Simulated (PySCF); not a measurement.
Members of one family of related compounds. Computed, not measured: TDDFT CAM-B3LYP/def2-SVPD, vertical, gas phase, core orbitals frozen in the response, def2 core potentials past Kr in PySCF 2.14.0, density-fitted response routines. Geometries: PBE0-D3(BJ)/def2-SVP; one conformer of each isolated species. Triplets are in the Tamm–Dancoff approximation. Atoms past krypton carry core potentials; spin–orbit coupling is left out.

Question: Rank by computed S1–T1 gap, highest first.
A. SnMe(SiH3)3, `[CH3][Sn]([SiH3])([SiH3])[SiH3]`
B. SnMe(OMe)3, `C[O][Sn]([CH3])([O]C)[O]C`
C. SnMeI3, `[CH3][Sn]([I])([I])[I]`
D. SnMeF3, `[CH3][Sn]([F])([F])[F]`
E. SnMe(vinyl)3, `C=[CH][Sn]([CH3])([CH]=C)[CH]=C`

Answer: E (1.76 eV), D (1.47 eV), A (0.72 eV), B (0.49 eV), C (0.34 eV).

| SMILES | S1−T1 (eV) | S1 (eV) | T1 (eV) | S1 mainly | T1 mainly | f(S1) |
| --- | --- | --- | --- | --- | --- | --- |
| C=[CH][Sn]([CH3])([CH]=C)[CH]=C | 1.76 | 6.01 | 4.26 | H-1→L (48%) | H-3→L+1 (20%) | 0.012 |
| [CH3][Sn]([F])([F])[F] | 1.47 | 7.48 | 6.00 | H→L (91%) | H→L (92%) | 0.377 |
| [CH3][Sn]([SiH3])([SiH3])[SiH3] | 0.72 | 6.21 | 5.49 | H→L (73%) | H→L (62%) | 0.042 |
| C[O][Sn]([CH3])([O]C)[O]C | 0.49 | 5.86 | 5.37 | H-2→L (68%) | H-1/H→L (≥51%) | 0.029 |
| [CH3][Sn]([I])([I])[I] | 0.34 | 3.81 | 3.48 | H→L (96%) | H→L (93%) | 0.000 |

H and L stand for HOMO and LUMO. A slash joins orbitals within 0.01 eV of each other, whose weights are summed (≥ marks a lower bound). For `C=[CH][Sn]([CH3])([CH]=C)[CH]=C` and `C[O][Sn]([CH3])([O]C)[O]C` the leading configurations of S1 and T1 differ. Singlets come from full response and triplets from the Tamm–Dancoff approximation.
